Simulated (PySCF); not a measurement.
Species: CH8BOPSi.
SMILES with atom numbers: `[BH2:1][PH:2][SiH2:3][O:4][CH3:5]` (hydrogens: H6, H7 on B1; H8 on P2; H9, H10 on Si3; H11, H12, H13 on C5)

Computed by this run: PBE0-D3(BJ)/def2-SVP geometry optimisation, gas phase (PySCF 2.14.0); density fitting, grid level 1; the optimiser is geomeTRIC in internal coordinates, started from a GFN2-xTB structure with every atom displaced at random (about 0.01 Å).

Step 0: E = -21037.6330 eV
```
atom  x, y, z in Å  |  force x, y, z in eV/Å
B1     -2.6813    0.2082   -0.2023   -0.343   0.522   0.362
P2     -1.4992   -0.5111   -1.3653    0.714   0.511  -0.654
Si3     0.3654   -0.8858   -0.2602    0.110   0.261   0.396
O4      0.9772    0.6257   -0.0964   -1.258   0.032  -0.680
C5      2.1252    1.0452    0.4968    0.354   0.671   0.930
H6     -3.7864   -0.1968   -0.1101   -0.589  -0.304   0.009
H7     -2.4056    1.2318    0.3292    0.232   0.374   0.355
H8     -1.9017   -1.8069   -1.5039   -0.531  -1.390  -0.297
H9      1.2604   -1.7110   -1.0645    0.333  -0.518  -0.488
H10     0.2607   -1.5451    1.0701   -0.182  -0.091   0.158
H11     2.1176    0.8157    1.5829    0.184   0.137  -0.039
H12     2.9996    0.5717    0.0545    0.637  -0.083  -0.195
H13     2.1740    2.1415    0.3656    0.340  -0.123   0.142
```

Task: Estimate the geometry and energy of step 1. (The exact step hangs on the optimiser's Hessian estimate; all steps are aligned on step 0, rigid shifts and turns removed.)

Result: E = -21037.8395 eV, largest force 0.373 eV/Å
```
atom  x, y, z in Å  |  force x, y, z in eV/Å
B1     -2.7262    0.1991   -0.2138   -0.003  -0.108  -0.095
P2     -1.5482   -0.6024   -1.4102   -0.143  -0.130   0.011
Si3     0.3690   -0.8268   -0.2750    0.015  -0.187   0.002
O4      0.9922    0.6987   -0.1282    0.207   0.240   0.048
C5      2.1833    1.0785    0.5231   -0.164  -0.266  -0.204
H6     -3.8707   -0.1739   -0.1441   -0.018   0.007   0.004
H7     -2.3530    1.1694    0.3911    0.037   0.071   0.048
H8     -1.9954   -1.9620   -1.5357    0.141   0.290   0.040
H9      1.2447   -1.7370   -1.0847    0.013   0.046   0.066
H10     0.1670   -1.4430    1.0741    0.064  -0.005   0.019
H11     2.1825    0.7836    1.5860   -0.018  -0.012   0.064
H12     3.0738    0.6275    0.0433   -0.074   0.034   0.024
H13     2.2869    2.1715    0.4705   -0.058   0.020  -0.025
```

The energy changes by -0.2066 eV. The first-order estimate −F·Δx gives -0.4932 eV and the mean of the old and new forces, exact on a quadratic surface, -0.2092 eV. The step makes an angle of 65° with the force vector and moves no atom by more than 0.184 Å.

The cost below is that of the whole optimisation. The run took 46 s on an Arm Neoverse V2 with one thread, no GPU, shared host, and the process peaked at 0.56 GiB of memory.
